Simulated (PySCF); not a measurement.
# A search over the determinants of IrBr

Unrestricted PBE0; Ir def2-TZVPP with ECP60, Br def2-TZVPP; scalar-relativistic core potentials (PySCF 2.14). Outer shells of the fragments: Ir 5d7 6s2; Br 3d10 4s2 4p5.

Followed along the bond (rough minima from three points):

```
2Ms+1  unpaired  ⟨S²⟩ at the start  R at minimum (Å)  Te (eV)
    3  π ↑, δ ↑               2.01              2.31     0.00
    3  π ↑, δ ↑               2.02              2.30     0.10
    3  σ ↑, δ ↑               2.01              2.36     0.12
    3      π ↑↑               2.01              2.27     0.26
    1  π ↓, δ ↑               1.01              2.30     0.33
    1  π ↑, δ ↓               1.02              2.29     0.50
```

Solutions found at the starting distance of 2.300 Å, counted from the lowest of them; the search is not exhaustive and high or unbound solutions are not listed, so other states can lie among these:

```tsv
2Ms+1	unpaired	term	E (eV)	⟨S²⟩	⟨Lz²⟩	μ (D)
3	π ↑, δ ↑	mixed	0.00	2.01	4.50	-2.89
3	π ↑, δ ↑	mixed	0.10	2.02	5.00	-2.76
3	σ ↑, δ ↑	³Δ	0.15	2.01	4.01	-3.40
3	π ↑↑	³Σ⁻	0.26	2.01	0.00	-2.73
1	π ↓, δ ↑	mixed	0.33	1.01	4.01	-2.75
1	π ↑, δ ↓	mixed	0.50	1.02	5.02	-2.62
3	δ ↑↑	³Σ⁻	0.58	2.01	0.00	-3.17
1	π ↑↓	mixed	0.58	1.13	2.27	-2.49
5	σ ↑, π ↑↑, δ ↑	⁵Δ	0.78	6.01	4.01	-0.24
1	δ ↑↓	mixed	0.85	1.00	8.01	-3.19
```

A term symbol is given only where ⟨S²⟩ and ⟨Lz²⟩ are close to those of a pure state; real π, δ and φ orbitals otherwise mix terms. A positive dipole means Ir(−)Br(+).

Spin–orbit coupling is left out. The state is the lowest single determinant that the PBE0 search found; with open d or f shells the true ground state can be another one.
